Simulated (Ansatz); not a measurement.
Hg3S3⁺. The state is a doublet with charge 1. Geometry r2SCAN-D4/def2-SVP.

Cartesian coordinates in Å:
```
Hg 1.313 3.120 1.456
Hg -0.005 -0.791 -1.761
Hg -0.390 -2.755 -3.738
S -1.050 0.339 1.416
S -0.267 -0.898 2.689
S 0.399 0.985 -0.062
```

In the def2 sets Hg takes a core potential; there is no spin–orbit coupling. Another isomer (doublet) lies 0.30 eV lower at PBE0-D4/def2-TZVP; other spin states weren't run for this one.

Estimate the α-spin orbital energies around the gap (eV) in Ansatz with PBE-D4/def2-TZVP, r2SCAN-D4/def2-TZVP, PBE0-D4/def2-TZVP, r2SCAN0-D4/def2-TZVP.


| orbital | PBE-D4/def2-TZVP | r2SCAN-D4/def2-TZVP | PBE0-D4/def2-TZVP | r2SCAN0-D4/def2-TZVP |
| --- | --- | --- | --- | --- |
| HOMO−9 | -13.99 | -14.38 | -15.73 | -15.99 |
| HOMO−8 | -13.91 | -14.27 | -15.24 | -15.49 |
| HOMO−7 | -13.44 | -13.79 | -14.79 | -15.05 |
| HOMO−6 | -13.21 | -13.52 | -14.41 | -14.64 |
| HOMO−5 | -12.57 | -12.88 | -13.71 | -13.97 |
| HOMO−4 | -11.88 | -12.14 | -12.86 | -13.08 |
| HOMO−3 | -10.51 | -10.73 | -11.57 | -11.75 |
| HOMO−2 | -10.28 | -10.45 | -11.13 | -11.32 |
| HOMO−1 | -9.98 | -10.15 | -10.60 | -10.76 |
| HOMO | -9.56 | -9.82 | -10.48 | -10.67 |
| LUMO | -8.50 | -8.53 | -8.03 | -8.07 |
| LUMO+1 | -6.76 | -6.61 | -5.84 | -5.78 |
| LUMO+2 | -5.77 | -5.56 | -5.20 | -5.09 |
| LUMO+3 | -5.72 | -5.50 | -5.05 | -4.94 |
| LUMO+4 | -4.80 | -4.51 | -3.96 | -3.79 |
| LUMO+5 | -4.66 | -4.38 | -3.62 | -3.49 |
| β HOMO | -9.84 | -9.98 | -10.51 | -10.65 |
| β LUMO | -8.84 | -8.77 | -8.20 | -8.19 |
